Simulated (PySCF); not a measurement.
**SMILES C#CS(=O)(=O)C(F)(F)F, C$_{3}$HF$_{3}$O$_{2}$S**

Cartesian coordinates in Å; atom numbers follow the order of the lines, from 1:
```xyz
10

C    -2.352   -0.191    0.551
C    -1.304    0.278    0.210
S     0.227    0.948   -0.288
O     0.682    1.881    0.684
O     0.176    1.297   -1.666
C     1.282   -0.613   -0.125
F     0.798   -1.565   -0.918
F     2.540   -0.372   -0.452
F     1.234   -1.054    1.129
H    -3.274   -0.605    0.852
```

Theory: quadratic response wB97X-D/def2-SVPD first hyperpolarisability, Taylor convention, gas phase (PySCF). Geometry: GFN2-xTB.

(1) Give β for the processes computed.

(2) Which lowest excitations, dipole and polarisabilities go with it?

## Answers

(1) In au, Taylor convention; the vector part is βᵢ = ⅓ Σⱼ (βᵢⱼⱼ + βⱼᵢⱼ + βⱼⱼᵢ); β∥ is 3/5 of the vector part along the dipole, the dipole points from − to +:
```
                   process  λ (nm)  β vector norm     β∥  β HRS  depolarisation ratio
           static β(0;0,0)       ∞          133.0  -53.4   48.9                  8.59
second harmonic β(−2ω;ω,ω)    1550          137.8  -55.5   50.7                  8.49
         Pockels β(−ω;ω,0)    1550          134.6  -54.1      –                     –
second harmonic β(−2ω;ω,ω)    1064          143.7  -58.1   52.9                  8.39
         Pockels β(−ω;ω,0)    1064          136.4  -54.9      –                     –
second harmonic β(−2ω;ω,ω)   694.3          160.6  -65.6   59.3                  8.12
         Pockels β(−ω;ω,0)   694.3          141.2  -57.0      –                     –
```

(2) S1 5.86 eV (f = 0.000); S2 6.43 eV (f = 0.001); S3 6.72 eV (f = 0.000); dipole 3.89 D; isotropic α 63.1 au static, 63.3 au at 1550 nm, 63.6 au at 1064 nm, 64.0 au at 775 nm, 64.2 au at 694.3 nm, 65.0 au at 532 nm, 67.8 au at 347.1 nm.
